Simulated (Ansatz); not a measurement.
Molecule: sum formula Si₂NH₆, charge 0, multiplicity 2. It need not be the lowest isomer of its formula. 
Coordinates optimised at B3LYP-D3(BJ)/def2-TZVP (Ansatz, a first-principles code):
```xyz
9

N     -1.7069    -0.6543     0.2502
Si    -0.5854     0.6320     0.0008
Si     1.5395    -0.3187    -0.2346
H     -1.5570    -1.3337     0.9790
H     -2.6900    -0.5175     0.0747
H     -0.5409     1.6696     1.0745
H     -0.9946     1.3340    -1.2392
H      1.7071    -1.5605     0.5686
H      2.6680     0.6032     0.0640
```
Charge 0, spin multiplicity 2.

Dipole moments at this geometry, in debye (magnitudes).

```json
[
 {"level": "PBE/def2-TZVPD", "program": "Ansatz", "dipole (D)": "1.44"},
 {"level": "revPBE/def2-TZVPD", "program": "Ansatz", "dipole (D)": "1.44"},
 {"level": "PBE0/def2-TZVPD", "program": "Ansatz", "dipole (D)": "1.40"},
 {"level": "HSE06/def2-TZVPD", "program": "Ansatz", "dipole (D)": "1.40"},
 {"level": "wB97M-V/def2-TZVPD", "program": "Ansatz", "dipole (D)": "1.38"},
 {"level": "CCSD(T)/aug-cc-pV(D+d)Z", "program": "Ansatz", "dipole (D)": "1.36"}
]
```
